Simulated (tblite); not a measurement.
Run record: tight-binding relaxation, `CC(=O)[Si]1P[SiH2]P1` [radical].

Computed with GFN2-xTB geometry optimisation, gas phase (tblite 0.8.0). Start geometry: from a force field or distance geometry. The command runs a driver script over a list of jobs; the input below is this job's line of settings and its coordinates in Å.

Command:
```bash
OMP_NUM_THREADS=1 python probes_run.py task.json out
```

Input:
```
{"job": {"kind": "relax", "xc": "GFN2-xTB", "basis": "xTB"}, "charge": 0, "multiplicity": 2}
C     -2.111500     0.904600     0.273100
C     -1.855700    -0.202800    -0.715600
O     -2.577500    -0.402400    -1.656700
Si    -0.357400    -1.239500    -0.379100
P      1.454700    -0.594900    -1.465800
Si     2.203500     0.418200     0.318400
P      0.704700    -0.684000     1.500300
H     -2.984100     1.468400    -0.102700
H     -1.227000     1.546500     0.409000
H     -2.397900     0.458900     1.271700
H      2.248000    -1.776800    -1.764800
H      3.575800     0.087800     0.651800
H      1.998200     1.879600     0.385600
H      1.325500    -1.864300     2.092900
```

Output:
```
step      E/eV     max force
  0    -552.59171    3.404
  1    -552.98939    2.163
  2    -553.32018    1.072
  3    -553.41651    0.949
  4    -553.48449    0.871
  5    -553.51545    0.541
  6    -553.55475    0.571
  7    -553.57803    0.476
  8    -553.59822    0.351
  9    -553.60663    0.198
... (146 lines left out)
156    -553.66121    0.029
157    -553.66050    0.175
158    -553.66149    0.021
159    -553.66161    0.017
160    -553.66020    0.233
161    -553.66177    0.013
162    -553.66186    0.013
163    -553.66017    0.256
164    -553.66198    0.010
165    -553.66206    0.010
```

«max force» is the largest atomic force in eV/Å.

From which step on does the largest force stay under 0.1 eV/Å, and how much energy is left to gain from there?

From step 164 (0.010 eV/Å), 0.1 meV above the end.

Summary of the converged run: energy lowered by 24.7 kcal/mol over 165 steps; largest atomic force 0.010 eV/Å at the end.

Where do the atoms end?

0.788 Å rms from the input after alignment:
```
atom  x, y, z in Å
C1    -2.5995    0.5985    0.3598
C2    -1.8165   -0.0442   -0.7459
O3    -2.2017   -0.1501   -1.8827
Si4   -0.1099   -0.8091   -0.2423
P5     1.5739   -0.3106   -1.6913
Si6    2.6633    0.1308    0.2472
P7     0.8156    0.2928    1.5374
H8    -3.5221    1.0326   -0.0193
H9    -1.9922    1.3678    0.8341
H10   -2.8251   -0.1545    1.1128
H11    2.0396   -1.6022   -1.8768
H12    3.5558   -0.9449    0.6743
H13    3.3667    1.4075    0.1837
H14    1.0512   -0.8148    2.3269
```

Estimate the wall time. Hardware: an Arm Neoverse V1 with one thread, no GPU, shared host with 32 logical CPUs at a one-minute load of 9.5.

About 1.6 s.
Labels such as C1 count atoms from 1, the log's own numbers from 0.
